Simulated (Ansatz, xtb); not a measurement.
## C4H5N3Si: 11 structures ranked

11 gas-phase structures of C4H5N3Si, from a drawn sample of its isomers (lower ones may exist). Each was relaxed with GFN2-xTB:

A. `N#Cn1cnc([SiH3])c1`, a singlet
B. `N#Cc1c[nH]c([SiH3])n1`, a singlet
C. `N#Cc1nc([SiH3])c[nH]1`, a singlet
D. `N#Cc1nccn1[SiH3]`, a singlet
E. `N#Cn1ccnc1[SiH3]`, a singlet
F. `N#Cc1ncc([SiH3])[nH]1`, a singlet
G. `N#Cc1cn([SiH3])cn1`, a singlet
H. `N#Cc1cncn1[SiH3]`, a singlet
I. `N#Cn1cncc1[SiH3]`, a singlet
J. `N#Cc1cnc([SiH3])[nH]1`, a singlet
K. `N#Cc1[nH]cnc1[SiH3]`, a singlet

Problem. Make a reasoned guess at their ranking by r2SCAN-D4/def2-SVP//GFN2-xTB single-point energy.

Solution. Calculated order at r2SCAN-D4/def2-SVP//GFN2-xTB: H (0.000), G (0.058), D (0.108), J (0.346), B (0.357), K (0.386), F (0.396), C (0.441), I (1.019), E (1.099), A (1.107) eV. Less than 1 kcal/mol parts J and B; B and K; K and F; E and A, so the order within those pairs means little.

Energies above the lowest of each column, in eV; the last columns are at r2SCAN-D4/def2-SVP geometries and were run for some of them only (a dash: not run or not comparable):

| structure | GFN2-xTB | HF/STO-3G | r2SCAN-D4/def2-SVP//GFN2-xTB | r2SCAN-D4/def2-SVP | CCSD(T)/def2-SVP + ΔMP2/def2-TZVPP |
| --- | --- | --- | --- | --- | --- |
| H | 0.000 | 0.066 | 0.000 | 0.000 | 0.000 |
| G | 0.077 | 0.000 | 0.058 | 0.060 | 0.013 |
| D | 0.103 | 0.117 | 0.108 | 0.110 | 0.101 |
| J | 0.961 | 0.676 | 0.346 | 0.385 | 0.518 |
| B | 1.015 | 0.596 | 0.357 | 0.397 | 0.483 |
| K | 0.999 | 0.733 | 0.386 | – | – |
| F | 1.029 | 0.737 | 0.396 | – | – |
| C | 1.118 | 0.782 | 0.441 | – | – |
| I | 0.822 | 1.203 | 1.019 | – | – |
| E | 0.849 | 1.191 | 1.099 | – | – |
| A | 0.926 | 1.246 | 1.107 | – | – |

CCSD(T)/def2-SVP + ΔMP2/def2-TZVPP has G and H within 1 kcal/mol of each other at the bottom, and every level picks one of them. CCSD(T)/def2-SVP + ΔMP2/def2-TZVPP orders those it was run on as H (0.000), G (0.013), D (0.101), B (0.483), J (0.518) eV. Less than 1 kcal/mol parts H and G; B and J, so the order within those pairs means little. Some further structures that were screened fall inside this span and aren't listed. B keeps a small imaginary mode. Frequencies (GFN2-xTB) were run for B, D, G, H, J alone. ΔMP2 is the change of the MP2 energy from the smaller to the larger basis.

Over these structures GFN2-xTB departs from r2SCAN-D4/def2-SVP//GFN2-xTB by 0.368 eV on average once a common shift is removed. A GFN2-xTB relaxation took about 0.095 s and the r2SCAN-D4/def2-SVP//GFN2-xTB energy about 2.6 s on a shared host (Ansatz 0.2.0, xtb 6.7.1).
